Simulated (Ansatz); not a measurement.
**Molecular dynamics of AlF₃**

Input:

```yaml
crystal:
  periodic: [false, false, false]
  atoms:
    - { symbol: Al, position_ang: [-0.620023, 0.353038, 0.632647] }
    - { symbol: F, position_ang: [-0.439492, 1.023677, 2.173483] }
    - { symbol: F, position_ang: [0.547321, -0.659958, -0.090135] }
    - { symbol: F, position_ang: [-1.869442, 0.734539, -0.343054] }
basis:
  gaussian: { orbitals: def2-SVP }
hamiltonian:
  xc: pbe
md:
  timestep: 1.0
  n_steps: 166
  ensemble: nvt_langevin
  temperature: 1000.0
  initial_velocities: maxwell_boltzmann
  seed: 553970
  friction: 0.005
```

Command:

```bash
$ ansatz run input.yaml --threads 1 --pin off --max-ram 2048MiB --backend cpu --events-out ev --progress --plain --runs-dir out
```

It goes on from the last frame of an earlier run, with new velocities.

Output, in part (one step line in 6, the closing report, with atoms numbered from 0):

```
md step     0: t =     0.00 fs  T =   750.0 K  F+E_penalty+E_count = -14733.11513313 eV  E_kin = 0.387780 eV  (22 SCF iters)
md step     6: t =     6.00 fs  T =   518.1 K  F+E_penalty+E_count = -14733.04490070 eV  E_kin = 0.267858 eV  (22 SCF iters)
md step    12: t =    12.00 fs  T =   307.9 K  F+E_penalty+E_count = -14732.96131374 eV  E_kin = 0.159204 eV  (22 SCF iters)
md step    18: t =    18.00 fs  T =   589.8 K  F+E_penalty+E_count = -14733.07076573 eV  E_kin = 0.304926 eV  (22 SCF iters)
md step    24: t =    24.00 fs  T =   740.6 K  F+E_penalty+E_count = -14733.14797032 eV  E_kin = 0.382942 eV  (22 SCF iters)
md step    30: t =    30.00 fs  T =   545.0 K  F+E_penalty+E_count = -14733.02712785 eV  E_kin = 0.281763 eV  (22 SCF iters)
md step    36: t =    36.00 fs  T =   670.5 K  F+E_penalty+E_count = -14733.02111316 eV  E_kin = 0.346652 eV  (22 SCF iters)
md step    42: t =    42.00 fs  T =   608.8 K  F+E_penalty+E_count = -14733.04462681 eV  E_kin = 0.314782 eV  (22 SCF iters)
md step    48: t =    48.00 fs  T =   788.1 K  F+E_penalty+E_count = -14733.07807631 eV  E_kin = 0.407458 eV  (22 SCF iters)
md step    54: t =    54.00 fs  T =   650.5 K  F+E_penalty+E_count = -14732.96066782 eV  E_kin = 0.336348 eV  (26 SCF iters)
md step    60: t =    60.00 fs  T =   555.2 K  F+E_penalty+E_count = -14732.86780892 eV  E_kin = 0.287069 eV  (24 SCF iters)
md step    66: t =    66.00 fs  T =   608.6 K  F+E_penalty+E_count = -14732.99253012 eV  E_kin = 0.314654 eV  (23 SCF iters)
md step    72: t =    72.00 fs  T =   934.7 K  F+E_penalty+E_count = -14733.13568944 eV  E_kin = 0.483268 eV  (22 SCF iters)
md step    78: t =    78.00 fs  T =   790.2 K  F+E_penalty+E_count = -14733.10305975 eV  E_kin = 0.408567 eV  (22 SCF iters)
md step    84: t =    84.00 fs  T =   772.4 K  F+E_penalty+E_count = -14733.07634523 eV  E_kin = 0.399376 eV  (22 SCF iters)
md step    90: t =    90.00 fs  T =   864.1 K  F+E_penalty+E_count = -14733.16109409 eV  E_kin = 0.446761 eV  (22 SCF iters)
md step    96: t =    96.00 fs  T =   665.9 K  F+E_penalty+E_count = -14733.05426724 eV  E_kin = 0.344319 eV  (22 SCF iters)
md step   102: t =   102.00 fs  T =   407.7 K  F+E_penalty+E_count = -14732.95728030 eV  E_kin = 0.210798 eV  (24 SCF iters)
md step   108: t =   108.00 fs  T =   727.9 K  F+E_penalty+E_count = -14733.05690383 eV  E_kin = 0.376342 eV  (24 SCF iters)
md step   114: t =   114.00 fs  T =   682.7 K  F+E_penalty+E_count = -14733.00998463 eV  E_kin = 0.352981 eV  (25 SCF iters)
md step   120: t =   120.00 fs  T =   593.8 K  F+E_penalty+E_count = -14733.00220739 eV  E_kin = 0.306994 eV  (23 SCF iters)
md step   126: t =   126.00 fs  T =   713.3 K  F+E_penalty+E_count = -14733.13030304 eV  E_kin = 0.368784 eV  (23 SCF iters)
md step   132: t =   132.00 fs  T =   749.8 K  F+E_penalty+E_count = -14733.09096612 eV  E_kin = 0.387664 eV  (22 SCF iters)
md step   138: t =   138.00 fs  T =   593.5 K  F+E_penalty+E_count = -14733.03372944 eV  E_kin = 0.306858 eV  (22 SCF iters)
md step   144: t =   144.00 fs  T =   356.5 K  F+E_penalty+E_count = -14733.06760445 eV  E_kin = 0.184323 eV  (24 SCF iters)
md step   150: t =   150.00 fs  T =   282.6 K  F+E_penalty+E_count = -14733.03214866 eV  E_kin = 0.146093 eV  (24 SCF iters)
md step   156: t =   156.00 fs  T =   375.4 K  F+E_penalty+E_count = -14733.01668258 eV  E_kin = 0.194115 eV  (25 SCF iters)
md step   162: t =   162.00 fs  T =   346.4 K  F+E_penalty+E_count = -14733.01374865 eV  E_kin = 0.179100 eV  (25 SCF iters)
md step   166: t =   166.00 fs  T =   369.5 K  F+E_penalty+E_count = -14733.04652531 eV  E_kin = 0.191062 eV  (22 SCF iters)
Total energy: -14733.04656245 eV, -541.4294747523 hartree
Atom 0 at    -0.292181     0.547875     0.617466 Å, force     1.144242    -1.418578    -0.374563 eV/Å
Atom 1 at    -1.274581     0.626338     1.904651 Å, force    -0.647226     0.411612     1.143665 eV/Å
Atom 2 at     1.173864    -0.256360     0.734124 Å, force    -0.245782     0.553270     0.063181 eV/Å
Atom 3 at    -0.945235     0.692842    -0.872730 Å, force    -0.251234     0.453696    -0.832283 eV/Å
Dipole moment:     0.078100     0.290203     0.045098 e Å
```

All steps were run. The mean temperature of the second half is 43 % below the set value. A run of 0.17 ps of so small a system gives no equilibrium averages.

The same pairs are bonded in the first frame and the last. Pairs count as bonded within 1.25 times the sum of covalent radii (0.12 Å more for H–H).

Last frame:

```xyz
4
Properties=species:S:1:pos:R:3
Al -0.292 0.548 0.618
F -1.275 0.626 1.905
F 1.174 -0.256 0.734
F -0.945 0.693 -0.873
```

Time of the run: 2.9 min on 1 thread of Arm Neoverse V1, with other jobs on the host, peak memory 0.1 GiB.
